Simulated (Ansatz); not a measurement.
C2H6F2Sn (`C[CH2][SnH]([F])[F]`), relaxed with RKS PBE-D4/def2-SVP in the Gaussian-basis code of Ansatz from a rough embedded geometry. The force threshold is 0.03 eV/Å; the program also tests the step.

The species carries charge 0 and has multiplicity 1. Sn: def2 effective core potential.

Start:

```xyz
11

C    -1.310    0.380    0.457
C    -0.559   -0.412   -0.508
Sn    1.520   -0.143   -0.177
F     2.096    1.709   -0.412
F     1.989   -0.711    1.619
H    -1.090    1.517    0.363
H    -2.408    0.288    0.301
H    -1.071    0.128    1.520
H    -0.807   -1.497   -0.337
H    -0.794   -0.113   -1.525
H     2.434   -1.146   -1.300
```

```
step  energy (eV)  largest force (eV/Å)  largest move (Å)
   1  -13423.9283                 2.911             0.000
   2  -13424.2233                 1.218             0.195
   3  -13424.2566                 0.372             0.075
   4  -13424.2630                 0.197             0.058
   5  -13424.2673                 0.041             0.071
   6  -13424.2675                 0.017             0.008
```

End:

```xyz
11

C    -1.316    0.449    0.508
C    -0.612   -0.437   -0.521
Sn    1.535   -0.274   -0.299
F     1.938    1.642   -0.404
F     1.911   -0.687    1.581
H    -1.035    1.514    0.385
H    -2.418    0.375    0.403
H    -1.054    0.154    1.544
H    -0.863   -1.512   -0.406
H    -0.844   -0.148   -1.567
H     2.757   -1.076   -1.223
```

Hardware: 4 threads of a server CPU on a shared host. Wall time 14 s, peak host memory 0.17 GiB.
